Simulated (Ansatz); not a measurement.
Input and output for `Cl[Si](Cl)I` radical.

```yaml
crystal:
  periodic: [false, false, false]
  atoms:
    - {symbol: Cl, position_ang: [-0.600282, -0.334081, 1.851372]}
    - {symbol: Si, position_ang: [-0.146477, -0.514635, -0.136859]}
    - {symbol: Cl, position_ang: [1.890796, -0.556855, -0.335200]}
    - {symbol: I, position_ang: [-1.088537, 1.345269, -1.399614]}
basis:
  gaussian: {orbitals: x2c-TZVPPall}
magnetization: {spin_polarized: true, initial_magnetization: 1}
hamiltonian: {xc: {name: BLYP}}
output: {forces: true}
```

```sh
$ ansatz run in.yaml --threads 4 --pin off --events-out ev --progress --plain --max-ram 10444MiB
```

It prints (some lines left out):

```
Functional definition: BLYP
1387 factors; their error is unknown
mean field evaluation 1: about -226656.7534 eV, gradient 1.4e1 eV
mean field evaluation 2: about -226656.0633 eV, gradient 1.9e1 eV
mean field evaluation 4: about -226657.6327 eV, gradient 1.5e0 eV
mean field evaluation 8: about -226657.6408 eV, gradient 4.5e-2 eV
mean field evaluation 16: about -226657.6181 eV, gradient 5.0e-5 eV
mean field -226657.61809933 eV, -8329.5138310987 hartree, gradient 5.0e-5 eV, S^2 0.751936; 0 other end points of the search recorded, 0 dependent functions left out
reference -226657.61840959 eV, -8329.5138425007 hartree; 51, 50 occupied and 135, 136 virtual orbitals, 1387 factors
Total energy: -226657.61840959 eV, -8329.5138425007 hartree
Relativity: scalar
Atom 0 at    -0.600282    -0.334081     1.851372 Å, force    -0.178707     0.030069     0.731527 eV/Å
Atom 1 at    -0.146477    -0.514635    -0.136859 Å, force    -0.276890    -0.492560    -0.265267 eV/Å
Atom 2 at     1.890796    -0.556855    -0.335200 Å, force     0.747376    -0.052751    -0.081352 eV/Å
Atom 3 at    -1.088537     1.345269    -1.399614 Å, force    -0.291779     0.515242    -0.384908 eV/Å
Dipole moment:    -0.070198    -0.014901    -0.078455 e Å
```

Hardware: 4 threads of an AMD EPYC 9R45 on a shared host. Wall time 1.1 s, peak host memory 0.34 GiB.
